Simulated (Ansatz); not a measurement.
Stepwise reaction of `CN[SiH2]NC` with hydrogen chloride, as a gas-phase model of exchange steps in deposition or etching. ΔE in kJ/mol.

Program: Ansatz. Geometries: PBE0-D4/def2-TZVP. ΔE: electronic, gas phase. CCSD(T)/CBS is the MP2 limit (def2-TZVPP, def2-QZVPP) plus CCSD(T) − MP2 in def2-TZVPP, frozen cores. This one scheme is used for every species. Functionals use def2-TZVPP. B3LYP here is the variant with VWN-RPA as its local correlation; programs differ in this. Each species was taken in one conformer, which may not be the lowest.

| step | reaction | PBE-D4 | B3LYP-D4 | ωB97M-V | CCSD(T)/CBS |
| --- | --- | --- | --- | --- | --- |
| 2 | `CN[SiH2]Cl` + HCl → `Cl[SiH2]Cl` + CH₃NH₂ | -30.7 | -26.8 | -29.4 | -28.6 |

(1) Give the row of step 1, `CN[SiH2]NC` + HCl → `CN[SiH2]Cl` + CH₃NH₂. (Best estimate.)

(2) By hand: ΔE of the 2 steps together at CCSD(T)/CBS.

Results:

(1) Computed: 
```tsv
step	reaction	PBE-D4	B3LYP-D4	ωB97M-V	CCSD(T)/CBS
1	`CN[SiH2]NC` + HCl → `CN[SiH2]Cl` + CH₃NH₂	-53.2	-49.7	-51.4	-50.6
```

(2) (-50.6) + (-28.6) = -79.2 kJ/mol, or -39.6 kJ/mol a step.

In ΔE each step is higher than the one before. All are downhill at CCSD(T)/CBS. PBE-D4 differs from CCSD(T)/CBS by -2.6 to -2.1 kJ/mol a step. Isolated molecules leave out the surface, adducts and barriers. Largest T1 diagnostic: 0.010.
